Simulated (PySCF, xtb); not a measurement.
C5H4F2O, SMILES C=C=C1CC(F)(F)O1.

GFN2-xTB (xtb) at its own geometry gives an orbital gap of 4.46 eV and a dipole moment of 4.47 D.

Geometry optimised at B3LYP-D3(BJ)/def2-SVP. The structure was generated by enumeration, and PubChem lists no compound with its InChIKey, so it may never have been made.

Question: What does ωB97X/def2-TZVP (PySCF) give? (Estimate from the structure and the level; the computed values follow.)

Answer: gap 10.87 eV (levels -9.50 and 1.37 eV), dipole 3.06 D.
